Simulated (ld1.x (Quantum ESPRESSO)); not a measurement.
**Sb (Z = 51): one change to an ultrasoft potential, before and after**

* Element: antimony (Sb)
* Generator: ld1.x (Quantum ESPRESSO) 7.5
* Type: ultrasoft
* Functional: PBE
* Relativity: scalar-relativistic
* Frozen core: [Kr] 4d10
* Valence charge: 5
* Reference configuration: 5s2 5p3
* Partial waves: 5s (bound): rcut 1.95, rcutus 2.20 bohr; 5s channel at 3.55 Ry: rcut 1.95, rcutus 2.20 bohr; 5p (bound): rcut 2.50, rcutus 2.80 bohr; 5p channel at 0.3 Ry: rcut 2.50, rcutus 2.80 bohr; 5d channel at 0.35 Ry: rcut 1.80, rcutus 2.15 bohr; 5d channel at 1.75 Ry: rcut 1.80, rcutus 2.15 bohr
* Local potential: all-electron potential smoothed inside 1.85 bohr (lloc = -1)
* Core correction: Bessel-smoothed model core inside 1.85 bohr
* Augmentation charge: PSQ, radius 1.70 bohr

Change: core correction Bessel-smoothed model core inside 1.40 bohr.

Cutoffs: the cutoffs (Ry, on a coarse ladder) from which the occupation-weighted sum of valence levels, in a spherical-Bessel basis at the reference potential, stays within 10 and 1 mRy of its value at 400 Ry; they do not see the model core or the augmentation charge, which bear on the density cutoff. Errors are all-electron minus pseudo energies relative to the spin-unpolarised reference configuration.

How do hardness, ghosts and transferability respond?

Both files are so soft that the ladder of cutoffs tells neither apart; both files keep a bound ghost (d); the errors of the 7 common tests hardly move. A model core, the more so a compact one, raises the density cutoff, which this test does not measure.

| quantity | base | changed |
| --- | --- | --- |
| cutoff, loose | 6 Ry | 6 Ry |
| cutoff, tight | 10 Ry | 10 Ry |
| bound ghosts | d | d |
| error for 5s2 5p2, meV [ΔE 8.32 eV] | -7.7 | -7.9 |
| error for 5s2 5p1, meV [ΔE 24.28 eV] | -50 | -52 |
| error for 5s2 5p0, meV [ΔE 48.70 eV] | -184 | -190 |
| error for 5s2 5p2.5, meV [ΔE 3.26 eV] | -1.7 | -1.7 |
| error for 5s1 5p0, meV [ΔE 92.99 eV] | -617 | -646 |
| error for 5s1 5p3, meV [ΔE 17.05 eV] | -30 | -31 |
| error for 5s2 5p3.3, meV [ΔE -1.16 eV] | +0.1 | +0.1 |
| s: phases at 3.04 bohr within 0.05 rad from the reference energy up to (Ry; the scan ends near 5) | 3.0 | 3.0 |
| p: phases at 3.04 bohr within 0.05 rad from the reference energy up to (Ry; the scan ends near 5) | 2.5 | 2.5 |
| d: phases at 3.04 bohr within 0.05 rad from the reference energy up to (Ry; the scan ends near 5) | 4.6 | 4.6 |
| lowest overlap eigenvalue by channel | s 0.58, p 0.51, d 0.82 | s 0.58, p 0.51, d 0.82 |

 A true bound ghost makes a file unfit for plane-wave use even where its test errors are small: the radial tests pick states by their node count and pass the ghost by.
